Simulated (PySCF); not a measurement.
## Correlation energy of As²⁷⁺ (arsenic, charge +27)

Starting occupation: [He] 2s2 2p2, 2p1/2 with m_j = -1/2, +1/2. Computed with PySCF 2.14 in an even-tempered Gaussian basis (17 s from 9 bohr⁻², ratio 2.4; 11 p from 12 bohr⁻², ratio 2.4; 5 d from 41 bohr⁻², ratio 2.6; 4 f from 62 bohr⁻², ratio 2.6), with X2C-1e with screened-nucleus spin-orbit coupling, Gaussian nucleus. Frozen: nothing; 6 electrons correlated; the 28 highest virtual spinors left out.

MP2 pair energies summed by pair of shells (mhartree):

```json
{"pair": "2s1/2-2s1/2", "energy": "-105.48", "share (%)": "35.1"}
{"pair": "2p1/2-2p1/2", "energy": "-66.05", "share (%)": "22.0"}
{"pair": "2p1/2-2s1/2", "energy": "-54.64", "share (%)": "18.2"}
{"pair": "1s1/2-1s1/2", "energy": "-42.67", "share (%)": "14.2"}
{"pair": "1s1/2-2p1/2", "energy": "-17.73", "share (%)": "5.9"}
{"pair": "1s1/2-2s1/2", "energy": "-13.85", "share (%)": "4.6"}
```

Total MP2 correlation energy: -300.43 mhartree.

At this charge the one-electron X2C treatment keeps the bare 1/r₁₂, with no two-electron picture change or Breit term. That inflates the 1s pair energies well beyond their four-component values.
